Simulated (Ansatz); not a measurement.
(F2B-mu-H)2 (B₂H₂F₄). Total charge 0; singlet. Geometry PBE0-D4/def2-SVP; atoms count from 1.

```tsv
atom	x (Å)	y (Å)	z (Å)
B1	-0.108	-0.309	0.840
F2	0.928	-0.329	1.671
F3	-1.302	-0.741	1.233
H4	-0.236	0.941	0.316
B5	0.108	0.309	-0.840
F6	1.302	0.741	-1.233
F7	-0.928	0.329	-1.671
H8	0.236	-0.941	-0.316
```

Estimate the Mulliken populations from the PBE0/def2-TZVP orbitals of Ansatz.


```
atom  charge (e)
  B1        0.37
  F2       -0.23
  F3       -0.23
  H4        0.10
  B5        0.37
  F6       -0.23
  F7       -0.23
  H8        0.10
```
Mulliken values and Mayer orders depend strongly on the basis.

And the Mayer bond orders between bonded heavy atoms (over 0.3)?

B1–F2 1.20 (1.33 Å); B1–F3 1.20 (1.33 Å); B1–B5 0.48 (1.80 Å); B5–F6 1.20 (1.33 Å); B5–F7 1.20 (1.33 Å).
